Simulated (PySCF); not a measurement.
Si(F)2(Cl)(Me) (CH₃ClF₂Si), SMILES C[Si](F)(F)Cl. Heavy atoms are numbered as in [CH3:1][Si:2]([F:3])([F:4])[Cl:5]. Hydrogens are named by the atom that carries them.

Geometry: PBE0-D3(BJ)/def2-SVP.

The numbers are results of B3LYP/pcSseg-1 (PySCF), not measurements.

GIAO shieldings, no solvent; atoms alike by connectivity are averaged. δ = σ(ref) − σ: ¹³C against TMS (σ = 181.3 ppm); ²⁹Si against TMS (σ = 338.7 ppm); ¹⁹F against CFCl3 (σ = 161.7 ppm); ³⁵Cl against HCl (σ = 933.3 ppm); ¹H against TMS (σ = 31.68 ppm), references at their B3LYP-D3(BJ)/def2-TZVP geometries, non-relativistic (without spin–orbit terms, shifts of atoms bonded to Cl or Br come out too high).

Q: Estimate the chemical shifts. (Estimate from the structure and the level; the computed values follow.)

A: 
```csv
nucleus,atoms,count,δ (ppm)
¹³C,C1 (CH3),1,0.4
²⁹Si,Si2,1,-12.7
¹⁹F,F3,2,-132.9
³⁵Cl,Cl5,1,66.5
¹H,H on C1,3,0.82
```
